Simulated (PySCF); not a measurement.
Job file and geometry (Å, from GFN2-xTB) of an NMR shielding run on SMILES CC(=S)S[SiH](Cl)Cl, C2H4Cl2S2Si, PySCF 2.14.0, density-fitted response routines, GIAO PBE0/pcSseg-1 NMR shielding, non-relativistic, gas phase; density fitting, a coarse starting grid and PySCF grid level 2 are the driver's defaults:

```
$ OMP_NUM_THREADS=1 python probes_run.py task.json out

{"job": {"kind": "nmr", "xc": "PBE0", "basis": "pcSseg-1"}, "charge": 0, "multiplicity": 1}
C     -2.218158     0.034214     0.162269
C     -0.764976    -0.281439     0.137430
S     -0.152885    -1.642813     0.794580
S      0.217974     0.935447    -0.627326
Si     2.248127     0.142958    -0.327865
Cl     2.750489     0.265463     1.600954
Cl     3.393500     1.367421    -1.433820
H     -2.417340     0.733508     0.976220
H     -2.527617     0.511543    -0.765721
H     -2.797417    -0.869626     0.334801
H      2.273727    -1.194006    -0.877485
```

Question: Write the output of this run.

Answer: 
```
coarse grid: 12776 points
cycle   1  E = -2084.0127818776  dE =  9.295e-01  |g| = 4.736e-01  |ddm| = 3.429e+00
cycle   2  E = -2083.9145179982  dE =  9.826e-02  |g| = 7.806e-01  |ddm| = 1.506e+00
cycle   3  E = -2084.0714784055  dE = -1.570e-01  |g| = 1.569e-01  |ddm| = 1.064e+00
cycle   4  E = -2084.0777605978  dE = -6.282e-03  |g| = 5.046e-02  |ddm| = 2.407e-01
cycle   5  E = -2084.0784477404  dE = -6.871e-04  |g| = 1.106e-02  |ddm| = 6.799e-02
cycle   6  E = -2084.0784818689  dE = -3.413e-05  |g| = 2.942e-03  |ddm| = 1.897e-02
cycle   7  E = -2084.0784836092  dE = -1.740e-06  |g| = 1.380e-03  |ddm| = 4.950e-03
final grid: 102816 points
cycle   8  E = -2084.1208249737  dE = -2.133e-05  |g| = 9.267e-03  |ddm| = 2.434e-02
cycle   9  E = -2084.1207796593  dE =  4.531e-05  |g| = 1.560e-02  |ddm| = 2.537e-02
cycle  10  E = -2084.1208423923  dE = -6.273e-05  |g| = 2.841e-03  |ddm| = 1.929e-02
cycle  11  E = -2084.1208445535  dE = -2.161e-06  |g| = 3.348e-04  |ddm| = 3.656e-03
cycle  12  E = -2084.1208445804  dE = -2.690e-08  |g| = 8.872e-05  |ddm| = 4.546e-04
cycle  13  E = -2084.1208445825  dE = -2.119e-09  |g| = 2.835e-05  |ddm| = 1.632e-04
cycle  14  E = -2084.1208445827  dE = -2.578e-10  |g| = 7.295e-06  |ddm| = 5.209e-05
converged SCF energy = -2084.1208445827

GIAO shielding tensors (ppm)
atom      isotropic    diamagn.    paramagn.     s11        s22        s33       span
  0 C      142.690     247.189    -104.499    116.914    124.589    186.568     69.654
  1 C      -70.640     262.891    -333.530   -233.151   -102.878    124.110    357.260
  2 S     -337.326    1058.454   -1395.780  -1188.730   -311.393    488.145   1676.875
  3 S      212.773    1059.126    -846.353   -139.255    260.367    517.209    656.464
  4 Si     348.535     875.412    -526.877    322.716    338.087    384.803     62.087
  5 Cl     874.473    1147.556    -273.083    791.404    826.445   1005.570    214.166
  6 Cl     892.540    1146.518    -253.978    765.349    903.993   1008.278    242.928
  7 H       28.598      28.217       0.381     25.744     27.182     32.867      7.123
  8 H       28.527      28.986      -0.459     24.488     28.588     32.504      8.017
  9 H       28.629      28.765      -0.136     24.790     27.954     33.142      8.353
 10 H       25.390      27.528      -2.138     21.205     24.029     30.936      9.731
```

Question: Turn these shieldings into chemical shifts. Chemical shifts δ = σref − σ; $^{13}$C (186.93 ppm) and $^{29}$Si (349.16 ppm) and $^{1}$H (31.72 ppm) against TMS; $^{33}$S (503.73 ppm) vs CS2; HCl for $^{35}$Cl (949.78 ppm), all at this level.

Answer: Averaging equivalent atoms: C 1: 257.6; C 0: 44.2; S 2: 841; S 3: 291; Si 4: 0.6; Cl 5/6: 66; H 10: 6.33; H 7/8/9: 3.13 ppm. 

Size and cost of the density-fitted run: 174 basis functions, 47 s wall time on 1 thread of an Arm Neoverse N1, shared host; peak memory 0.79 GiB.
